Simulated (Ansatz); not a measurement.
Reactions of CH6F2OSSi2, SMILES `CO[SiH2]S[SiH](F)F`.

Calculated with Ansatz (gas phase, PBE0-D4/def2-TZVP geometries, no zero-point term in ΔE). CCSD(T)/CBS is the MP2 limit (def2-TZVPP, def2-QZVPP) plus CCSD(T) − MP2 in def2-TZVPP, frozen cores. This one scheme is used for every species. Open shells (•) are unrestricted, without spin–orbit coupling. For Br outer-core shells are correlated without core-valence functions, which leaves a few kJ/mol of doubt a bond. Scalar relativity is left out up to krypton. Each species was taken in one conformer, which may not be the lowest.

Question: Order these by ΔE at CCSD(T)/CBS, lowest first. (An estimate is asked.)
A. `CO[SiH2]S[SiH](F)F` + `[SiH3]S` → `F[SiH](F)S[SiH3]` + `CO[SiH2]S`
B. `CO[SiH2]S[SiH](F)F` → `F[Si]F` + `CO[SiH2]S`
C. `CO[SiH2]S[SiH](F)F` + HBr → `F[SiH](F)Br` + `CO[SiH2]S`
D. `CO[SiH2]S[SiH](F)F` → `F[SiH](F)[S]`• + `CO[SiH2]`•
E. `CO[SiH2]S[SiH](F)F` + `C=C` → `C=C[SiH2]S[SiH](F)F` + CH₃OH
F. `CO[SiH2]S[SiH](F)F` + H₂ → `CO[SiH2]S[SiH2]F` + H–F
G. `CO[SiH2]S[SiH](F)F` + `O[SiH2]S` → `F[SiH](F)O[SiH2]S` + `CO[SiH2]S`
H. `CO[SiH2]S[SiH](F)F` + `BN` → `BN[SiH2]OC` + `F[SiH](F)S`

Answer: G (-63.5 kJ/mol), C (-23.6 kJ/mol), A (+3.6 kJ/mol), H (+19.6 kJ/mol), E (+90.5 kJ/mol), F (+131.9 kJ/mol), B (+217.1 kJ/mol), D (+411.2 kJ/mol).

Largest T1 diagnostic: 0.015, for `F[Si]F`.
